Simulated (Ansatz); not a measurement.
System: methoxysilane, CH6OSi, charge 0, multiplicity 1. 
Geometry from a B3LYP-D3(BJ)/def2-TZVP (Ansatz, an electronic-structure program) optimisation:
```xyz
9

Si     1.0072     0.2847     0.1736
O     -0.3092    -0.5077    -0.4154
C     -1.6411    -0.1893    -0.0463
H      2.1880    -0.3427    -0.4511
H      1.0809     0.1649     1.6527
H      0.9516     1.7305    -0.1643
H     -1.8932     0.8414    -0.3167
H     -1.7973    -0.3187     1.0297
H     -2.3104    -0.8637    -0.5797
```
Charge 0, spin multiplicity 1.

Property: vertical triplet-singlet gap (E(triplet) - E(singlet); each state is the SCF solution reached for its spin; for the triplet T1 is 0.072), in kcal/mol. Cores are frozen in the correlated levels unless marked. Open shells are spin-unrestricted. No spin-orbit coupling. No relativistic terms. CBS marks a two-point X^-3 extrapolation of the correlation energy; Hartree-Fock from the larger set.

```
level                                     program  vertical triplet-singlet gap (kcal/mol)
----------------------------------------  -------  ---------------------------------------
HF/aug-cc-pV(D+d)Z                         Ansatz                                    154.5
wB97M-V/def2-TZVPD                         Ansatz                                    160.0
wB97X-V/def2-TZVPD                         Ansatz                                    163.6
MP2/CBS(aug-cc-pV(T+d)Z,aug-cc-pV(Q+d)Z)   Ansatz                                    179.7
```

Task: What does CCSD(T)/CBS(aug-cc-pV(T+d)Z,aug-cc-pV(Q+d)Z) (Ansatz) give?

Result: 162.3 kcal/mol, so MP2/CBS(aug-cc-pV(T+d)Z,aug-cc-pV(Q+d)Z) differs from it by 17.4 kcal/mol.
